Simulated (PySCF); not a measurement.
Computed shifts of a molecule C5H8S, PySCF with PBE/pcSseg-1, GIAO, gas phase, equivalent atoms averaged, in ppm (number of nuclei): ¹³C: 152.5 (1), 122.3 (1), 53.3 (1), 42.9 (2). ¹H: 6.40 (1), 5.45 (1), 5.34 (1), 3.99 (1), 3.62 (2), 3.17 (2). References: ¹³C against TMS (σ = 182.0 ppm); ³³S against H2S (σ = 706.5 ppm); ¹H against TMS (σ = 31.49 ppm), references at their B3LYP-D3(BJ)/def2-TZVP geometries, non-relativistic. Coordinates come from a B3LYP-D3(BJ)/def2-SVP optimisation. Other conformers were not sampled.

Problem. Which molecule gave these data?
A) C=C1CCCS1
B) CCC#CCS
C) C=CC1CSC1
D) C=C1CC(S)C1

Solution. C, C=CC1CSC1
